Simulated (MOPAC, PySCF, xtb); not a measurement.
Dissociation curve of MgO, singlet.

Levels: GFN1-xTB (xtb); RKS-B3LYP/LANL2DZ = restricted B3LYP/LANL2DZ, with its core potentials past Ne run with PySCF; PM3, restricted, heats of formation (MOPAC); UCCSD(T) = CCSD(T) on UHF/cc-pVTZ, 2 core orbitals frozen (PySCF).

Energies relative to the lowest point of each curve near equilibrium, in kcal/mol; the last columns give the difference from UCCSD(T):

```json
[
 {"R / Å": "1.38", "GFN1-xTB": "42.8", "RKS-B3LYP/LANL2DZ": "73.6", "PM3": "57.6", "UCCSD(T)": "73.7", "GFN1-xTB − UCCSD(T)": "-30.9", "RKS-B3LYP/LANL2DZ − UCCSD(T)": "-0.1", "PM3 − UCCSD(T)": "-16.1"},
 {"R / Å": "1.49", "GFN1-xTB": "11.4", "RKS-B3LYP/LANL2DZ": "30.1", "PM3": "26.4", "UCCSD(T)": "29.6", "GFN1-xTB − UCCSD(T)": "-18.3", "RKS-B3LYP/LANL2DZ − UCCSD(T)": "0.5", "PM3 − UCCSD(T)": "-3.3"},
 {"R / Å": "1.56", "GFN1-xTB": "3.1", "RKS-B3LYP/LANL2DZ": "14.5", "PM3": "11.6", "UCCSD(T)": "13.8", "GFN1-xTB − UCCSD(T)": "-10.7", "RKS-B3LYP/LANL2DZ − UCCSD(T)": "0.7", "PM3 − UCCSD(T)": "-2.2"},
 {"R / Å": "1.64", "GFN1-xTB": "0.0", "RKS-B3LYP/LANL2DZ": "4.4", "PM3": "1.6", "UCCSD(T)": "15.3", "GFN1-xTB − UCCSD(T)": "-15.3", "RKS-B3LYP/LANL2DZ − UCCSD(T)": "-10.9", "PM3 − UCCSD(T)": "-13.7"},
 {"R / Å": "1.67", "GFN1-xTB": "0.0", "RKS-B3LYP/LANL2DZ": "2.3", "PM3": "0.0", "UCCSD(T)": "11.0", "GFN1-xTB − UCCSD(T)": "-11.0", "RKS-B3LYP/LANL2DZ − UCCSD(T)": "-8.7", "PM3 − UCCSD(T)": "-11.0"},
 {"R / Å": "1.73", "GFN1-xTB": "1.4", "RKS-B3LYP/LANL2DZ": "0.1", "PM3": "0.7", "UCCSD(T)": "4.9", "GFN1-xTB − UCCSD(T)": "-3.5", "RKS-B3LYP/LANL2DZ − UCCSD(T)": "-4.8", "PM3 − UCCSD(T)": "-4.2"},
 {"R / Å": "1.78", "GFN1-xTB": "3.5", "RKS-B3LYP/LANL2DZ": "0.0", "PM3": "5.1", "UCCSD(T)": "1.9", "GFN1-xTB − UCCSD(T)": "1.6", "RKS-B3LYP/LANL2DZ − UCCSD(T)": "-1.9", "PM3 − UCCSD(T)": "3.2"},
 {"R / Å": "1.85", "GFN1-xTB": "7.5", "RKS-B3LYP/LANL2DZ": "1.8", "PM3": "16.2", "UCCSD(T)": "0.0", "GFN1-xTB − UCCSD(T)": "7.5", "RKS-B3LYP/LANL2DZ − UCCSD(T)": "1.8", "PM3 − UCCSD(T)": "16.2"},
 {"R / Å": "1.91", "GFN1-xTB": "11.6", "RKS-B3LYP/LANL2DZ": "4.6", "PM3": "28.9", "UCCSD(T)": "0.0", "GFN1-xTB − UCCSD(T)": "11.5", "RKS-B3LYP/LANL2DZ − UCCSD(T)": "4.5", "PM3 − UCCSD(T)": "28.9"},
 {"R / Å": "2.03", "GFN1-xTB": "20.5", "RKS-B3LYP/LANL2DZ": "12.3", "PM3": "56.6", "UCCSD(T)": "3.3", "GFN1-xTB − UCCSD(T)": "17.3", "RKS-B3LYP/LANL2DZ − UCCSD(T)": "9.1", "PM3 − UCCSD(T)": "53.3"},
 {"R / Å": "2.16", "GFN1-xTB": "30.7", "RKS-B3LYP/LANL2DZ": "22.2", "PM3": "79.2", "UCCSD(T)": "9.5", "GFN1-xTB − UCCSD(T)": "21.1", "RKS-B3LYP/LANL2DZ − UCCSD(T)": "12.7", "PM3 − UCCSD(T)": "69.7"},
 {"R / Å": "2.36", "GFN1-xTB": "45.9", "RKS-B3LYP/LANL2DZ": "37.4", "PM3": "96.7", "UCCSD(T)": "21.5", "GFN1-xTB − UCCSD(T)": "24.4", "RKS-B3LYP/LANL2DZ − UCCSD(T)": "15.9", "PM3 − UCCSD(T)": "75.2"},
 {"R / Å": "2.61", "GFN1-xTB": "63.1", "RKS-B3LYP/LANL2DZ": "53.5", "PM3": "121.0", "UCCSD(T)": "36.6", "GFN1-xTB − UCCSD(T)": "26.5", "RKS-B3LYP/LANL2DZ − UCCSD(T)": "16.9", "PM3 − UCCSD(T)": "84.4"},
 {"R / Å": "2.87", "GFN1-xTB": "77.8", "RKS-B3LYP/LANL2DZ": "66.2", "PM3": "137.3", "UCCSD(T)": "49.9", "GFN1-xTB − UCCSD(T)": "27.9", "RKS-B3LYP/LANL2DZ − UCCSD(T)": "16.3", "PM3 − UCCSD(T)": "87.4"},
 {"R / Å": "3.14", "GFN1-xTB": "—", "RKS-B3LYP/LANL2DZ": "75.7", "PM3": "139.4", "UCCSD(T)": "56.7", "GFN1-xTB − UCCSD(T)": "—", "RKS-B3LYP/LANL2DZ − UCCSD(T)": "19.0", "PM3 − UCCSD(T)": "82.7"},
 {"R / Å": "3.50", "GFN1-xTB": "—", "RKS-B3LYP/LANL2DZ": "84.4", "PM3": "—", "UCCSD(T)": "59.1", "GFN1-xTB − UCCSD(T)": "—", "RKS-B3LYP/LANL2DZ − UCCSD(T)": "25.3", "PM3 − UCCSD(T)": "—"},
 {"R / Å": "3.83", "GFN1-xTB": "—", "RKS-B3LYP/LANL2DZ": "89.7", "PM3": "—", "UCCSD(T)": "59.5", "GFN1-xTB − UCCSD(T)": "—", "RKS-B3LYP/LANL2DZ − UCCSD(T)": "30.2", "PM3 − UCCSD(T)": "—"},
 {"R / Å": "4.22", "GFN1-xTB": "—", "RKS-B3LYP/LANL2DZ": "93.8", "PM3": "—", "UCCSD(T)": "59.6", "GFN1-xTB − UCCSD(T)": "—", "RKS-B3LYP/LANL2DZ − UCCSD(T)": "34.2", "PM3 − UCCSD(T)": "—"},
 {"R / Å": "4.66", "GFN1-xTB": "—", "RKS-B3LYP/LANL2DZ": "96.9", "PM3": "—", "UCCSD(T)": "59.6", "GFN1-xTB − UCCSD(T)": "—", "RKS-B3LYP/LANL2DZ − UCCSD(T)": "37.3", "PM3 − UCCSD(T)": "—"},
 {"R / Å": "5.20", "GFN1-xTB": "—", "RKS-B3LYP/LANL2DZ": "99.2", "PM3": "—", "UCCSD(T)": "59.7", "GFN1-xTB − UCCSD(T)": "—", "RKS-B3LYP/LANL2DZ − UCCSD(T)": "39.5", "PM3 − UCCSD(T)": "—"},
 {"R / Å": "6.03", "GFN1-xTB": "—", "RKS-B3LYP/LANL2DZ": "101.0", "PM3": "—", "UCCSD(T)": "59.7", "GFN1-xTB − UCCSD(T)": "—", "RKS-B3LYP/LANL2DZ − UCCSD(T)": "41.2", "PM3 − UCCSD(T)": "—"},
 {"R / Å": "6.87", "GFN1-xTB": "—", "RKS-B3LYP/LANL2DZ": "101.9", "PM3": "—", "UCCSD(T)": "59.8", "GFN1-xTB − UCCSD(T)": "—", "RKS-B3LYP/LANL2DZ − UCCSD(T)": "42.0", "PM3 − UCCSD(T)": "—"}
]
```

GFN1-xTB is furthest from UCCSD(T) at 1.38 (-30.9 kcal/mol, below); its mean absolute difference over the points is 16.3 kcal/mol.

RKS-B3LYP/LANL2DZ is furthest from UCCSD(T) at 6.87 (42.0 kcal/mol, above); its mean absolute difference over the points is 17.0 kcal/mol.

PM3 is furthest from UCCSD(T) at 2.87 (87.4 kcal/mol, above); its mean absolute difference over the points is 36.8 kcal/mol.

A dash means that the run gave no value there, or that the column was ended at a point which the program doubted or which failed a test of continuity chosen for this set; such a test can also cut sound points.

The restricted form behind RKS-B3LYP/LANL2DZ, PM3 keeps the bonding electrons paired and can't separate into open-shell fragments. The unrestricted determinant behind UCCSD(T) is spin-contaminated at 1.38 to 6.87 Å (<S²> up to 1.2, against 0.00 for a pure singlet).
